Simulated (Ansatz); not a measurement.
A nudged elastic band was laid between two geometries of C2H7AlSSi (12 atoms, charge 0, multiplicity 1).

Theory: RKS CAM-B3LYP-D4/6-31G (Ansatz).

```
movable images  : 7
climbing image  : yes
spring          : 5.0 eV/Å²
optimiser       : quadratic models (default)
start path      : IDPP
force threshold : 0.05 eV/Å
iteration limit : 26
end points      : relaxed
```

Image 0:

```xyz
12
Properties=species:S:1:pos:R:3
Al -1.615 0.559 1.710
Si -0.454 -0.446 -0.206
C 1.364 -1.036 0.120
S 2.103 0.410 -0.885
C 0.328 0.802 -1.468
H -2.543 1.849 1.509
H -1.454 -0.071 3.174
H -1.290 -1.502 -0.884
H 1.624 -1.992 -0.335
H 1.717 -1.018 1.150
H 0.200 0.534 -2.517
H 0.096 1.857 -1.334
```

Image 8:

```xyz
12
Properties=species:S:1:pos:R:3
Al -1.623 0.550 1.708
Si -0.449 -0.447 -0.205
C 1.370 -1.030 0.122
S 2.105 0.406 -0.899
C 0.326 0.804 -1.468
H -1.457 -0.073 3.174
H -2.562 1.831 1.502
H -1.278 -1.507 -0.884
H 1.632 -1.991 -0.322
H 1.725 -1.000 1.151
H 0.190 0.542 -2.517
H 0.097 1.859 -1.327
```

Q: Which bonds break or form, and what moves?

A: No bond is made or broken. The dihedral H6–Al1–Si2–C5 goes from 41 to -139°. The two ends are copies of one structure, up to a mirror image or an exchange of like atoms.

Q: What energy profile does the band end with?

A: The forces met the threshold. The highest image is number 4 of 0 to 8, 3.2 kJ/mol above the ends, which have the same energy within 2 meV. A vibrational analysis at the climbing image gives one clearly imaginary mode, 71i cm⁻¹: a first-order saddle point. Limits of this set-up: no polarisation functions.

| image | path coordinate (Å) | energy (kJ/mol) | dihedral H6–Al1–Si2–C5 (°) |
| --- | --- | --- | --- |
| 0 | 0.00 | 0.0 | 41 |
| 1 | 0.72 | 0.4 | 18 |
| 2 | 1.44 | 1.6 | -4 |
| 3 | 2.16 | 2.7 | -27 |
| 4 | 2.89 | 3.2 | -49 |
| 5 | 3.60 | 2.7 | -71 |
| 6 | 4.32 | 1.6 | -93 |
| 7 | 5.04 | 0.5 | -116 |
| 8 | 5.75 | 0.0 | -139 |

Q: What is the geometry of the highest image?

A: 
```xyz
12
Properties=species:S:1:pos:R:3
Al -1.475 0.417 1.874
Si -0.283 -0.625 -0.011
C 1.650 -0.460 0.034
S 1.684 0.719 -1.466
C -0.197 0.441 -1.631
H -1.110 1.921 2.280
H -2.602 -0.363 2.702
H -0.714 -2.037 -0.297
H 2.193 -1.379 -0.184
H 2.087 0.019 0.910
H -0.428 -0.100 -2.548
H -0.728 1.392 -1.628
```

The band took 7 iterations and roughly 5 core-minutes.

Run time: 5 min on 1 thread of Arm Neoverse V1 (shared host), peak memory 0.22 GiB.
